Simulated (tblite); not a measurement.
C5H4ClF2O (doublet state).
Atom-mapped SMILES: `[F:1][C@@H:2]1[O:3][C:4]=[CH:5][CH2:6][C@:7]1([F:8])[Cl:9]` (hydrogens: H10 on C2; H11 on C5; H12, H13 on C6)

The geometry is computed with GFN2-xTB (gas phase). This method treats the open shell by occupation alone, without spin polarisation.

Q: What internal coordinates does the optimisation give?

A: 
| bond | length (pm) |
| --- | --- |
| F1–C2 | 136.6 |
| C2–O3 | 139.1 |
| O3–C4 | 133.0 |
| C4=C5 | 130.6 |
| C5–C6 | 152.8 |
| C6–C7 | 151.9 |
| C7–F8 | 136.7 |
| C7–Cl9 | 178.9 |
| C2–C7 | 154.5 |
| C2–H10 | 109.7 |
| C5–H11 | 107.3 |
| C6–H12 | 109.1 |
| C6–H13 | 109.2 |

A selection of angles:
| angle | degrees |
| --- | --- |
| F1–C2–O3 | 110.4 |
| F1–C2–C7 | 108.6 |
| O3–C2–C7 | 109.6 |
| C2–O3–C4 | 114.3 |
| O3–C4–C5 | 129.3 |
| C4–C5–C6 | 118.8 |
| C5–C6–C7 | 110.2 |
| C6–C7–F8 | 110.2 |
| C6–C7–Cl9 | 111.5 |
| F8–C7–Cl9 | 107.0 |
| C2–C7–C6 | 112.4 |
| C2–C7–F8 | 106.5 |
| C2–C7–Cl9 | 109.0 |

Dihedral angles: F1–C2–O3–C4 -71° (synclinal); C2–O3–C4–C5 -17° (synperiplanar); O3–C4–C5–C6 -8° (synperiplanar); C4–C5–C6–C7 -2° (synperiplanar); C5–C6–C7–F8 -85° (synclinal); F1–C2–C7–C6 63° (synclinal).

C5 (carbon bonded to 2 C and H) is planar (angles 123.8°, 118.8° and 117.3°, sum 359.9°, 0.02 Å off the plane of its three neighbours). The C–C distances run from 1.306 Å (C4=C5, drawn double) to 1.545 Å (C2–C7, drawn single), a spread of 0.239 Å. Of the pairs four or more bonds apart, F1···C5 is among the closest relative to their van der Waals radii: 3.09 Å, 98 % of the sum of Bondi's values. The 2 C–O bonds span 1.330 Å (O3–C4, drawn single) to 1.391 Å (C2–O3, drawn single), a spread of 0.061 Å. The 6-membered ring C2–O3–C4–C5–C6–C7 has internal angles of 109.6° to 129.3°; it is puckered, 0.19 Å rms from its mean plane, widest ring torsion 58°. O3 (oxygen bonded to 2 C) is bent (angle 114.3°).

Point group: C1 (no symmetry element, even within 0.4 Å). Its GFN2-xTB frequencies are all real (lowest 87 cm⁻¹).

One conformer stands for the species.
